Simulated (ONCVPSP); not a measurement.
**zinc (Zn): one change to an ONCV potential, before and after**

* Element: Zn (Z = 30)
* Generator: ONCVPSP 4.0.1
* Type: optimised norm-conserving Vanderbilt (ONCV)
* Functional: PBE
* Relativity: scalar-relativistic
* Frozen core: [Ne]
* Valence charge: 20
* Reference configuration: 3s2 3p6 3d10 4s1.5 4p0.5
* Partial waves: 3s+4s: rc 1.20 bohr, ncon 4, nbas 8, qcut 8.4 1/bohr, 2 projectors; 3p+4p: rc 1.00 bohr, ncon 4, nbas 9, qcut 12.9 1/bohr, 2 projectors; 3d: rc 1.35 bohr, ncon 3, nbas 7, qcut 11.9 1/bohr, 1 projector
* Local potential: polynomial inside 0.95 bohr (lpopt 5, dvloc0 1 Ha)
* Core correction: none

Change: d: rc 1.82.

Cutoffs: the cutoffs (Ha) at which the residual kinetic energy of the hardest occupied pseudo-wave falls to 1 and 0.1 mHa per electron; they do not see the model core or the augmentation charge, which bear on the density cutoff. Errors are all-electron minus pseudo energies relative to the spin-unpolarised reference configuration.

Problem. Predict the effect on cutoff, ghosts and configuration errors.

Solution. The potential gets neither clearly harder nor softer (55 Ha and 61 Ha → 51 Ha and 61 Ha); the p channel sets the loose cutoff, while the largest relative change is in d, which becomes softer; of the 3 tests that both files solve, the error grows in 1 and shrinks in 0 by more than 15 % and 0.3 meV (median size 0.4 → 0.6 meV); neither file shows a bound ghost.

| quantity | base | changed |
| --- | --- | --- |
| cutoff, loose | 55 Ha | 51 Ha |
| cutoff, tight | 61 Ha | 61 Ha |
| loose cutoff by channel | s 17 Ha, p 51 Ha, d 55 Ha | s 17 Ha, p 51 Ha, d 41 Ha |
| bound ghosts | none | none |
| GHOST(+) flags under 300 eV | none | none |
| tests with a reliable result | 3 of 4 | 3 of 4 |
| error for 3s2 3p6 3d10 4s2 4p0, meV [ΔE -2.49 eV] | +0.4 | +0.4 |
| error for 3s2 3p6 3d10 4s1 4p0, meV [ΔE 7.40 eV] | +0.4 | +0.6 |
| error for 3s1 3p6 3d10 4s2 4p0, meV [ΔE 135.56 eV] | -610 | -1088 |
| s: phases at 1.22 bohr within 0.05 rad from the reference energy up to (Ha; the scan ends near 5) | to the end of the scan | to the end of the scan |
| p: phases at 1.02 bohr within 0.05 rad from the reference energy up to (Ha; the scan ends near 5) | to the end of the scan | to the end of the scan |
